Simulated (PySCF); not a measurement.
C2H5Cl2GeN, SMILES C/C=[N]/[GeH]([Cl])[Cl]. Coordinates come from a TPSSh-D3(BJ)/def2-SVP optimisation. The structure was generated by enumeration; whether it is a known compound was not checked. One conformer was computed; it need not be the lowest.

Computed equilibrium geometry at TPSSh-D3(BJ)/def2-SVP (PySCF confirms it by a frequency run) as Cartesian coordinates in Å, and its point group (one conformer of several):
point group Cs.
```xyz
11

C     -3.7173    -0.3240     0.0000
C     -2.3383     0.2611     0.0000
N     -1.2911    -0.4704     0.0000
Ge     0.3524     0.3712     0.0000
Cl     1.4209    -0.2979    -1.7461
Cl     1.4209    -0.2979     1.7461
H     -4.2741     0.0273     0.8854
H     -3.6679    -1.4207     0.0000
H     -4.2741     0.0273    -0.8854
H     -2.3058     1.3750     0.0000
H      0.3057     1.9104     0.0000
```
Charge 0, spin multiplicity 1.
